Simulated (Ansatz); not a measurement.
Basis-set extrapolation for C2H6AlN, SMILES `[CH3][AlH][CH]=N` (PBE0-D4/def2-TZVP geometry, frozen core, Ansatz). Multiplicity 1, RHF reference.

```json
{"": "HF", "def2-TZVPP": "-375.624416", "def2-QZVPP": "-375.637868"}
{"": "MP2 correlation", "def2-TZVPP": "-0.618677", "def2-QZVPP": "-0.660050"}
{"": "CCSD(T) correlation", "def2-TZVPP": "-0.685441", "def2-QZVPP": "not run"}
```

Energies in hartree. Use E(X) = E(∞) + A·exp(−7.88·√X) for Hartree–Fock and E(X) = E(∞) + B·X^(−2.97) for correlation, with X = 3 and 4, and add CCSD(T) minus MP2 of the smaller set to the MP2 limit.

Question: What is the CCSD(T) energy at the basis-set limit?

Answer: HF limit: -375.637868 + (-0.013452) × 0.13774 = -375.63972. MP2 limit: -0.660050 + (-0.041373) × 0.74074 = -0.69070. Higher-order term: -0.685441 − (-0.618677) = -0.06676. Total: -376.39718 hartree, 54.8 kcal/mol below CCSD(T)/def2-TZVPP.
